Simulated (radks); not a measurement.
Results of a calculation; reference values are marked as such.
Problem. All-electron atom: Hf2+ in [Xe] 4f14 5d1 6s1 (not the ground configuration). Code: a radial shooting solver on a logarithmic mesh with Libxc functionals. Model: Dirac Kohn-Sham, PBE, spin-unpolarised, spherical densities, point nucleus; open shells fill j = l - 1/2 first. Some entries of the table are withheld. Estimate them.

orbital  occ.  eigenvalue (Ry)  r(max) (bohr)  <r> (bohr)
1s1/2       2        -4793.506        0.01190     0.01898
2s1/2       2        -820.3188        0.06824     0.07976
2p1/2       2        -783.4466        0.05091     0.06612
2p3/2       4        -695.8393        0.05754     0.07385
3s1/2       2        -187.9036         0.1924      0.2081
3p1/2       2        -171.5746         0.1804      0.1981
3p3/2       4        -152.7995         0.1940      0.2124
3d3/2       4              (1)         0.1524      0.1863
3d5/2       6              (2)         0.1562      0.1908
4s1/2       2        -38.89365         0.4378      0.4681
4p1/2       2        -32.20620         0.4383      0.4746
4p3/2       4        -27.91078         0.4673      0.5075
4d3/2       4        -16.92997         0.4660      0.5286
4d5/2       6        -16.14355         0.4753      0.5401
5s1/2       2         -6.21413            (3)       1.133
5p1/2       2         -4.31502          1.098       1.258
5p3/2       4         -3.73524          1.184       1.362
4f5/2       6         -2.60596            (4)      0.6685
4f7/2       8         -2.47761            (5)      0.6809
5d3/2       1         -1.38335          1.579       2.013
6s1/2       1         -1.36670          2.633       2.941
5d5/2       0         -1.33730          1.624       2.070

Solution. 
(1) 3d3/2 eigenvalue (Ry): -125.1966
(2) 3d5/2 eigenvalue (Ry): -121.1023
(3) 5s1/2 r(max) (bohr): 1.016
(4) 4f5/2 r(max) (bohr): 0.4521
(5) 4f7/2 r(max) (bohr): 0.4573
